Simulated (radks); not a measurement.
Q: C IV, configuration [He] 2s1. Calculated with a radial shooting solver on a logarithmic mesh with Libxc functionals: non-relativistic Kohn-Sham, PBE, spin-polarised, spherical densities, point nucleus; open shells are filled with parallel spins first. Some entries of the table are withheld. Estimate them.

orbital  occ.  eigenvalue (eV)  <r> (bohr)  <r^2> (bohr^2)
1s up       1        -332.0484         (1)         0.09821
1s down     1        -330.9521         (2)         0.09804
2s up       1         -57.6876       1.273             (3)

A: 
(1) 1s up <r> (bohr): 0.2694
(2) 1s down <r> (bohr): 0.2693
(3) 2s up <r^2> (bohr^2): 1.894
